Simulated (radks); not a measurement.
Gd II, configuration [Xe] 4f7 5d1 6f1 (not the ground configuration). Method: scalar-relativistic Kohn-Sham, SCAN, spin-unpolarised, spherical densities, finite nucleus; meta-GGA in the generalised Kohn-Sham scheme; Fermi nuclear charge, rms radius 5.1569 fm; computed with a radial shooting solver on a logarithmic mesh with Libxc functionals.

Unscreened Slater integrals over Kohn-Sham orbitals (eV).

| integral | value |
|---|---|
| F0(6f,6f) | 1.6098 |
| F2(6f,6f) | 0.81767 |
| F4(6f,6f) | 0.56595 |
| F6(6f,6f) | 0.43445 |
| F0(6f,5d) | 2.3231 |
| F2(6f,5d) | 0.31290 |
| F4(6f,5d) | 0.13513 |
| G1(6f,5d) | 0.18344 |
| G3(6f,5d) | 0.11152 |
| G5(6f,5d) | 0.078275 |
| F0(6f,4f) | 2.3587 |
| F2(6f,4f) | 0.074687 |
| F4(6f,4f) | 0.021708 |
| F6(6f,4f) | 0.012750 |
| G0(6f,4f) | 0.023866 |
| G2(6f,4f) | 0.020764 |
| G4(6f,4f) | 0.014305 |
| G6(6f,4f) | 0.010592 |
| F0(6f,5p) | 2.3416 |
| F2(6f,5p) | 0.15961 |
| G2(6f,5p) | 0.021624 |
| G4(6f,5p) | 0.015581 |
| F0(5d,5d) | 10.400 |
| F2(5d,5d) | 5.3425 |
| F4(5d,5d) | 3.4982 |
| F0(5d,4f) | 13.392 |
| F2(5d,4f) | 3.3259 |
| F4(5d,4f) | 1.6323 |
| G1(5d,4f) | 1.6716 |
| G3(5d,4f) | 1.3089 |
| G5(5d,4f) | 0.98598 |
| F0(5d,5p) | 12.249 |
| F2(5d,5p) | 5.7521 |
| G1(5d,5p) | 6.6403 |
| G3(5d,5p) | 4.0790 |
| F0(4f,4f) | 29.519 |
| F2(4f,4f) | 13.821 |
| F4(4f,4f) | 8.6312 |
| F6(4f,4f) | 6.1982 |
| F0(4f,5p) | 18.902 |
| F2(4f,5p) | 6.5968 |
| G2(4f,5p) | 3.5346 |
| G4(4f,5p) | 2.7061 |
| F0(5p,5p) | 15.819 |
| F2(5p,5p) | 8.5192 |

Derived for the open shells (J is the average intra-shell exchange parameter used in DFT+U). 4f: F4/F2 = 0.624, F6/F2 = 0.448, J = (286 F2 + 195 F4 + 250 F6)/6435 = 1.117 eV. 5d: Racah B = F2/49 - 5 F4/441 = 0.06937 eV, C = 35 F4/441 = 0.2776 eV, C/B = 4.00, F4/F2 = 0.655, J = (F2 + F4)/14 = 0.6315 eV. 6f: F4/F2 = 0.692, F6/F2 = 0.531, J = (286 F2 + 195 F4 + 250 F6)/6435 = 0.07037 eV.
